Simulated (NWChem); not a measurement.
Molecule: silole (C$_{4}$H$_{6}$Si); SMILES C1C=C[SiH2]C=1

```xyz
11

C      0.0000     0.7405     1.2913
C      0.0000     1.3553     0.0896
Si     0.0000     0.0000    -1.2050
C      0.0000    -1.3553     0.0896
C      0.0000    -0.7405     1.2913
H      0.0000     1.2805     2.2452
H      0.0000     2.4423    -0.0123
H      1.2109     0.0000    -2.0834
H     -1.2109     0.0000    -2.0834
H      0.0000    -2.4423    -0.0123
H      0.0000    -1.2805     2.2452
```
Atoms are numbered in this order, from 1.

All runs: NWChem. Medium grid unless said otherwise, to which SCAN and Minnesota functionals are sensitive. Coordinates come from a PBE0/def2-SVP optimisation.

For level M06-2X/def2-SVP:

| Property | Value |
|---|---|
| highest occupied level (eV) | -7.91 |
| orbital gap (eV) | 7.31 |

**Question.** What are these values for level BLYP/def2-SVP?

**Answer.** 
* **highest occupied level (eV)**: -5.50
* **orbital gap (eV)**: 3.34
